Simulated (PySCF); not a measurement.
C₂H₆FInO, SMILES C[CH2][In]([OH])[F].

The structure is a stationary point at r2SCAN-D4/def2-SVP. The def2 effective core potentials stand for the cores of In; spin–orbit coupling is left out. The values are those of a single conformer.

Method: C-PCM-M06-2X/def2-SVP run with PySCF.

The values are the electrostatic part of the solvation free energy, E(continuum) − E(gas) at the gas-phase geometry, in a cavity of scaled van der Waals radii (PySCF's table); cavitation and dispersion terms are not included. A continuum can't describe solvent molecules that bind to the metal. In vacuum the orbital gap is 8.75 eV. The dipole moment in vacuum is 5.34 D.

| solvent | ε | ΔG(elec) (kcal/mol) | dipole (D) | gap (eV) |
|---|---|---|---|---|
| water | 78.36 | -14.9 | 6.30 | 8.75 |
| N,N-dimethylformamide | 37.22 | -14.7 | 6.29 | 8.75 |
| benzene | 2.27 | -8.0 | 5.85 | 8.78 |
